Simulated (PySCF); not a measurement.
**Variants of one PySCF input: PBr⁺**

Base input, run as `OMP_NUM_THREADS=1 python input.py` with PySCF 2.14:

```python
from pyscf import gto, dft
from pyscf.geomopt.geometric_solver import optimize

mol = gto.M(
    atom='P 0 0 0; Br 0 0 2.28',
    basis='cc-pvdz-dk',
    charge=1,
    spin=1,
    verbose=4,
)
mf = dft.UKS(mol, xc='hse06')
mf = mf.sfx2c1e()
mf.kernel()
g = mf.nuc_grad_method()
g.grid_response = True
mol_eq = optimize(g.as_scanner(), maxsteps=30)
print('optimised geometry (angstrom)')
print(mol_eq.tostring('raw'))
print('orbital energies (hartree):', [e[max(0, n-3):n+3].round(4) for e, n in zip(mf.mo_energy, mol.nelec)])
```

Base result: E(SCF) = -2947.545401 Eh, 12 cycles, ⟨S²⟩ = 0.771, all at the start geometry; optimised bond 2.075 Å with E = -2947.559153 Eh after 4 steps. The last line lists the levels of the start geometry. No search for the lowest solution was made.

It ran on Arm Neoverse V2 (1 thread, shared host) in 40 s, peak memory 0.29 GiB.

Each row names what differs from the base; energies in brackets are changes from the base.

```tsv
change	result	wall time (s)
convergence threshold: default → 1e-05	E(SCF) = -2947.545400 Eh (+0.0000 eV), 9 cycles, ⟨S²⟩ = 0.770, all at the start geometry; optimised bond 2.075 Å with E = -2947.559153 Eh after 5 steps	35
PCM solvent, dielectric constant: none → 32.6; step after the SCF: optimize → analyze	E(SCF) = -2947.649855 Eh (-2.8424 eV), 11 cycles, ⟨S²⟩ = 0.763	8.6
```
